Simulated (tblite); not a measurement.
Compound: CH11NSi3.
Atom-mapped SMILES: `[CH3:1][SiH2:2][SiH2:3][NH:4][SiH3:5]` (hydrogens: H6, H7, H8 on C1; H9, H10 on Si2; H11, H12 on Si3; H13 on N4; H14, H15, H16 on Si5)

Computed with GFN2-xTB (tblite), gas phase: L-BFGS steps from a force-field or distance-geometry start until the largest atomic force falls under 0.01 eV/Å.

Step 101: E = -432.3270 eV
```
atom  x, y, z in Å  |  force x, y, z in eV/Å
C1     -2.9242   -0.1430   -0.3892   -0.006   0.012  -0.025
Si2    -1.3581    0.3323    0.5859    0.010  -0.002  -0.001
Si3     0.3596   -1.1303    0.0905    0.005  -0.007  -0.025
N4      1.7224   -0.2889   -0.5952   -0.009   0.011   0.046
Si5     2.7466    0.9288    0.0828   -0.003  -0.022  -0.004
H6     -2.7987    0.0539   -1.4512   -0.005  -0.014   0.013
H7     -3.7927    0.4188   -0.0551    0.022  -0.020  -0.004
H8     -3.1532   -1.2008   -0.2804    0.000   0.039   0.018
H9     -1.0889    1.7524    0.3048    0.001  -0.002  -0.008
H10    -1.7241    0.2901    2.0142    0.009  -0.006   0.004
H11     0.8015   -1.9107    1.2621    0.012   0.000  -0.004
H12     0.0322   -2.1234   -0.9485    0.000   0.007   0.006
H13     2.1256   -0.7448   -1.3976    0.000   0.001  -0.014
H14     3.9339    0.3445    0.7232   -0.021   0.009   0.001
H15     1.9401    1.6429    1.0688   -0.014  -0.003  -0.008
H16     3.1705    1.7871   -1.0265   -0.003  -0.001   0.004
```

Step 102: E = -432.3273 eV
```
atom  x, y, z in Å  |  force x, y, z in eV/Å
C1     -2.9237   -0.1419   -0.3843   -0.008   0.012  -0.025
Si2    -1.3546    0.3347    0.5850    0.011  -0.004  -0.005
Si3     0.3579   -1.1314    0.0825    0.000  -0.009  -0.029
N4      1.7273   -0.2935   -0.5943   -0.013   0.014   0.057
Si5     2.7429    0.9321    0.0828   -0.006  -0.019  -0.008
H6     -2.8012    0.0535   -1.4468   -0.004  -0.018   0.008
H7     -3.7914    0.4207   -0.0494    0.024  -0.024   0.000
H8     -3.1515   -1.1999   -0.2724   -0.003   0.047   0.014
H9     -1.0875    1.7551    0.3039    0.002  -0.004  -0.008
H10    -1.7166    0.2899    2.0140    0.011  -0.004   0.009
H11     0.7901   -1.9230    1.2501    0.017  -0.002   0.004
H12     0.0292   -2.1183   -0.9625    0.000   0.014   0.007
H13     2.1442   -0.7614   -1.3824    0.004  -0.002  -0.027
H14     3.9289    0.3560    0.7322   -0.020   0.006   0.007
H15     1.9267    1.6499    1.0579   -0.012  -0.005  -0.004
H16     3.1718    1.7864   -1.0276   -0.004  -0.001   0.000
```

**Question.** Estimate the geometry and energy of step 103. (The exact step hangs on the optimiser's Hessian estimate; all steps are aligned on step 102, rigid shifts and turns removed.)

**Answer.** E = -432.3277 eV, largest force 0.061 eV/Å
```
atom  x, y, z in Å  |  force x, y, z in eV/Å
C1     -2.9230   -0.1403   -0.3786   -0.004   0.012  -0.021
Si2    -1.3503    0.3369    0.5840    0.010  -0.005  -0.008
Si3     0.3556   -1.1337    0.0727   -0.003  -0.008  -0.020
N4      1.7335   -0.2999   -0.5909   -0.017   0.016   0.056
Si5     2.7387    0.9359    0.0828   -0.011  -0.006  -0.007
H6     -2.8038    0.0516   -1.4417   -0.001  -0.020  -0.004
H7     -3.7893    0.4238   -0.0436    0.018  -0.022   0.007
H8     -3.1502   -1.1978   -0.2619   -0.008   0.044   0.011
H9     -1.0849    1.7576    0.3026    0.003  -0.005  -0.006
H10    -1.7076    0.2894    2.0140    0.014  -0.001   0.010
H11     0.7760   -1.9382    1.2356    0.021  -0.005   0.010
H12     0.0259   -2.1122   -0.9798   -0.001   0.017   0.002
H13     2.1644   -0.7786   -1.3647    0.009  -0.009  -0.039
H14     3.9231    0.3707    0.7432   -0.014   0.001   0.014
H15     1.9114    1.6586    1.0447   -0.011  -0.006   0.000
H16     3.1728    1.7851   -1.0295   -0.006  -0.003  -0.005
```

The energy changes by -0.0003 eV. The first-order estimate −F·Δx gives -0.0004 eV and the mean of the old and new forces, exact on a quadratic surface, -0.0003 eV. The step makes an angle of 86° with the force vector and moves no atom by more than 0.032 Å.

What follows is the cost of the whole relaxation. The run took 1.2 s wall on one thread of an Arm Neoverse V2, shared host.
